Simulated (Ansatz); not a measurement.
Spectroscopic constants of TeP, multiplicity 4 (an upper state: multiplicity 2 came lower at CCSD(T)/def2-TZVPP on PBE0 minima). No spin–orbit coupling.

Constants: fifth-degree fit in 1/R to seven points, most abundant isotopes. Runs in def2 and cc sets follow the lowest solution found near the PBE0 minimum.

Run with Ansatz (an electronic-structure program). Values without a source in brackets are computed. In def2 rows elements past Kr take small-core potentials, without spin–orbit coupling.

Energies at PBE/def2-TZVPP:

```
R (Å)       E (hartree)
--------  -------------
2.293765  -609.14408635
2.355426  -609.14952809
2.412153  -609.15239526
2.476280  -609.15367089
2.540407  -609.15329961
2.614399  -609.15130688
2.700723  -609.14743102
```

Question: With a reduced mass of 25.0105 u, find the minimum, the force constant and the constants.

Answer: A fifth-degree polynomial in 1/R puts the minimum at r_e = 2.4917 Å with force constant 164 N/m. Then ω_e = (1/2πc)√(k/μ) = 333 cm⁻¹ and B_e = h/(8π²cμr_e²) = 0.1086 cm⁻¹; the cubic and quartic terms give α_e = 0.00048 and ω_e x_e = 1.1 cm⁻¹.
